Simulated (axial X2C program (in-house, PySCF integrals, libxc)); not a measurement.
# Potential curves of PdP, spin-free

Calculated with an in-house relativistic program for diatomic molecules. Spin-free means the one-electron spin-free X2C Hamiltonian. Basis: Pd dyall-cv3z [12s12p8d5f3g], P dyall-v3z [8s7p2d1f] (cores contracted in-house); Gaussian nuclei, density fitting, unrestricted open shells. Masses: Pd 105.903 u, P 30.974 u.

State: M_S = 3/2, Λ = 0 (beyond evenly filled blocks: σα, π+α, π-α). Energies in cm⁻¹ from the fragments at the same level (Pd + P). Fits are polynomials in 1 − R0/R over 0.85 to 1.23 times the lowest point R0.

```
 R (Å)    PBE0    BP86
1.9601  -15020  -18775
2.0248  -16592  -20435
2.0894  -17359  -21246
2.1540  -17534  -21431
2.2294  -17205  -21074
2.3048  -16482  -20290
2.4017  -15195  -18893
```

The state is a single determinant with fixed occupations, the lowest that a limited PBE0 search found. De is counted from the lowest determinant-based energies of the atoms at the same level, without counterpoise correction. PBE0 can misorder states that lie within some tenths of an eV, so this need not be the ground state of the molecule. The nearest other spin-free determinant of the search, M_S = 1/2, Λ = 0, lies 0.25 eV up at the distance of the search.

Question: Fit the PBE0 curve near its minimum: give the equilibrium distance, the harmonic wavenumber and the well depth.

Answer: At PBE0, spin-free: Re = 2.145 Å, ωe ≈ 388 cm⁻¹, De = 2.17 eV to Pd + P; Be follows as 0.153 cm⁻¹.

Question: What are Re, ωe and De at the BP86 level?

Answer: At BP86, spin-free: Re = 2.144 Å, ωe ≈ 402 cm⁻¹, De = 2.66 eV to Pd + P; Be follows as 0.153 cm⁻¹.
